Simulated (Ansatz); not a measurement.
Gas-phase electronic energies from Ansatz, PBE0-D4/def2-TZVP geometries. CBS: MP2 limit from def2 TZ/QZ plus the TZ coupled-cluster correction, frozen cores. This one scheme is used for every species, atoms too. No spin–orbit coupling; open shells (•) take unrestricted orbitals. Spin–orbit coupling would lower the free atoms: a little for C, Cl; clearly for Ga. For Ga outer-core shells are correlated without core-valence functions, so the limit isn't a true one: a few kJ/mol of doubt a bond, and 10 to 20 or more in all where bonds break to atoms. Scalar relativity is left out up to krypton. One conformer a species, not always the lowest.

`C[NH][Ga]([Cl])[Cl]` → C• + 2 Cl• + Ga• + 4 H• + N•  (atomization)

```
              species  CCSD(T)/CBS(def2) energy (Eh)
`C[NH][Ga]([Cl])[Cl]`                    -2938.78787
                   C•                      -37.79194
                  Cl•                     -459.70966
                  Ga•                    -1923.88713
                   H•                       -0.50000
                   N•                      -54.53257
```

Question: Work out ΔE.

Answer: ΔE = 4 × (-0.50000) + 2 × (-459.70966) + (-37.79194) + (-1923.88713) + (-54.53257) − (-2938.78787) = 1.15691 Eh = +31.48 eV.

Largest T1 diagnostic among the species: 0.013.

The D4 term adds +0.39 eV with B3LYP and +0.20 eV with PBE0; it sums over pairs of atoms, weighted by their polarisabilities, and B3LYP, whose exchange is more repulsive, gets the larger term. From PBE to PBE0 (25 % exact exchange), in def2-TZVPP and without D4, ΔE moves by −0.44 eV: exact exchange takes away binding that semilocal exchange gives to molecules.

B3LYP here is the variant with VWN-RPA as its local correlation; programs differ in this.

For atomizations the MP2-based limit and the directly extrapolated one differ by several kJ/mol either way, and by 10 to 25 for some Ge, Se and Sn compounds, so smaller differences from it don't rank the levels.
